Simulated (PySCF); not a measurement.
CH8Ge2. Atoms are numbered in the order given.

```xyz
11

Ge     1.6445     0.0000    -0.1031
C      0.0000     0.0000     0.9570
Ge    -1.6445     0.0000    -0.1031
H      2.8800     0.0000     0.8188
H      1.6915    -1.2524    -0.9997
H      1.6915     1.2524    -0.9997
H      0.0000     0.8871     1.6099
H      0.0000    -0.8871     1.6099
H     -1.6915    -1.2524    -0.9997
H     -1.6915     1.2524    -0.9997
H     -2.8800     0.0000     0.8188
```
Charge 0, spin multiplicity 1.

Coordinates come from a PBE0-D3(BJ)/def2-SVP optimisation.

Calculation: PBE/pcSseg-1 (PySCF).

GIAO shieldings, no solvent; atoms alike by connectivity are averaged. δ = σ(ref) − σ: ⁷³Ge against GeH4 (σ = 1614.4 ppm); ¹³C against TMS (σ = 182.0 ppm); ¹H against TMS (σ = 31.49 ppm), references at their B3LYP-D3(BJ)/def2-TZVP geometries, non-relativistic.

```json
[
 {"nucleus": "⁷³Ge", "atoms": "Ge1, Ge3", "count": "2", "δ (ppm)": "128.3"},
 {"nucleus": "¹³C", "atoms": "C2", "count": "1", "δ (ppm)": "-9.0"},
 {"nucleus": "¹H", "atoms": "H4, H5, H6, H9, H10, H11", "count": "6", "δ (ppm)": "4.31"},
 {"nucleus": "¹H", "atoms": "H7, H8", "count": "2", "δ (ppm)": "0.44"}
]
```
